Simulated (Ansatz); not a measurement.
Job for Ansatz (a quantum-chemistry and plane-wave program): R-wB97X-V/def2-TZVPPD on CH2O2S (a complex), monomers drawn apart or pushed together. Files ending in .json are basis or fitting sets from the Basis Set Exchange.

Ansatz 0.2 input:
```yaml
crystal:
  periodic: [false, false, false]
  atoms:
    - {symbol: O, position_ang: [0.87780738, -0.37903569, -0.13047217]}
    - {symbol: C, position_ang: [-0.00268354, 0.32793359, 0.13379475]}
    - {symbol: O, position_ang: [-0.88200986, 1.04496805, 0.37377867]}
    - {symbol: S, position_ang: [0.16059732, -0.78932203, 3.86757551]}
    - {symbol: H, position_ang: [0.01612948, 0.46073599, 4.33559715]}
    - {symbol: H, position_ang: [1.50059780, -0.72416342, 3.91978271]}
basis:
  gaussian:
    orbitals: def2-TZVPPD.json
hamiltonian:
  xc: {name: wB97X-V}
scf: {lower_state_search: off}
```

The head of its log:

```
WARN ansatz: RAYON_NUM_THREADS=1 ignored (pool sized by the plan → 1); use --threads N
Functional definition: wB97X-V
these checks for a lower state are left out or cut short: stability, starts, cluster_reference, orbital_swaps, neighbouring_geometries, increment
integrals: 0.14 GiB planned
999 factors; their error is unknown
integrals: 0.17 GiB planned
261 factors; integrals over basis functions are off by at most 2.9e-5 eV
mean field: 1.12 GiB planned
mean field evaluation 1: about -15995.2359 eV, gradient 4.8e1 eV
mean field evaluation 2: about -15994.5009 eV, gradient 5.6e1 eV
```

Question: What total energy does the run end on?

Answer: -587.9511 hartree.
